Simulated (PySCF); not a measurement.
C5H6N2PSi (doublet state).
Structure used (GFN2-xTB), in Å, numbered top down from 1:
```xyz
15
C5H6N2PSi angstrom
C     -1.3173    2.4547    0.0490
C     -0.3716    1.7120    0.0155
C      0.7499    0.8699   -0.0333
N      1.9858    1.2673   -0.1943
C      2.7419    0.1403   -0.1868
C      1.9456   -0.9530   -0.0234
N      0.6528   -0.5038    0.0714
Si    -0.7637   -1.4938    0.3871
P     -2.6275   -0.4937   -0.3137
H     -2.1332    3.1140    0.0777
H      3.8059    0.1946   -0.3035
H      2.1727   -1.9972    0.0324
H     -0.4660   -2.7034   -0.4031
H     -3.3852   -1.6379   -0.1086
H     -2.9946    0.0380    0.9116
```

The hyperfine couplings belong to this conformer and change with its torsions.

Identity: `C#Cc1nccn1[SiH]P` [radical].

Theory: UKS B3LYP, pcH-1 on C H N P Si, non-relativistic, mean-field spin-orbit, GIAO in PySCF. Isolated species at its GFN2-xTB geometry (one conformer only). A GFN2-xTB geometry isn't a minimum of the functional, and hyperfine couplings can be far from their values at a DFT geometry, by a factor of two or more for some ions and for spin on atoms past the first row. No stability test was run, so a lower SCF solution isn't excluded.

Q: Give the principal g shifts and their parts.

A: 
```json
{"Δg (ppm)": "relativistic mass correction", "1": "-155", "2": "-155", "3": "-155"}
{"Δg (ppm)": "gauge correction", "1": "68", "2": "12", "3": "79"}
{"Δg (ppm)": "orbital Zeeman/spin–orbit", "1": "-1406", "2": "-35", "3": "3141"}
{"Δg (ppm)": "total", "1": "-1494", "2": "-178", "3": "3065"}
```

So g = 2.00083, 2.00214, 2.00538 and g_iso = 2.00278; the tensor is rhombic: the two nearest values differ by 29 % of g3 − g1. 

Q: Average each term over the three axes. Which is largest in size?

A: The orbital-Zeeman/spin–orbit term 567, the mass correction -155 and the gauge correction 53 ppm, for a total of 465 ppm. The orbital-Zeeman/spin–orbit term is the largest in size. The mass correction is the same along every axis, so the anisotropy comes from the other two: their spans along these axes are 67 (gauge) and 4547 ppm (orbital Zeeman/spin–orbit).

Q: What are the electron Larmor frequencies g μB B/h along the three axes at 350 mT?

A: 9.8014, 9.8079, 9.8237 GHz for g1, g2 and g3, a range of 22.3 MHz.

Q: In a frozen sample, at which fields do the three g values resonate at 9.5, 34, 94 and 263 GHz (hyperfine left aside), and which band first spreads them over more than twice a line width of 0.5 mT?

A: 
```csv
band,GHz,B(g3) mT,B(g2) mT,B(g1) mT,spread mT
X,9.5,338.47,339.01,339.24,0.77
Q,34.0,1211.35,1213.31,1214.11,2.76
W,94.0,3349.03,3354.45,3356.66,7.63
J,263.0,9370.15,9385.33,9391.50,21.35
```

The spread grows in proportion to the frequency. Q band is the first where it exceeds 1.0 mT.

The largest Mulliken spin populations are on Si8 (+0.77) and P9 (+0.13). No atom but Si8 exceeds +0.15. The angles at Si8 add up to 324.7°, so it is pyramidal.

The HOMO–LUMO gaps are 4.76 eV among the α and 3.22 eV among the β orbitals.

Time: 2.1 min of wall time (grids of density and orbitals included); peak memory 1.1 GiB. Hardware: an Arm Neoverse V1 with one thread, shared host.
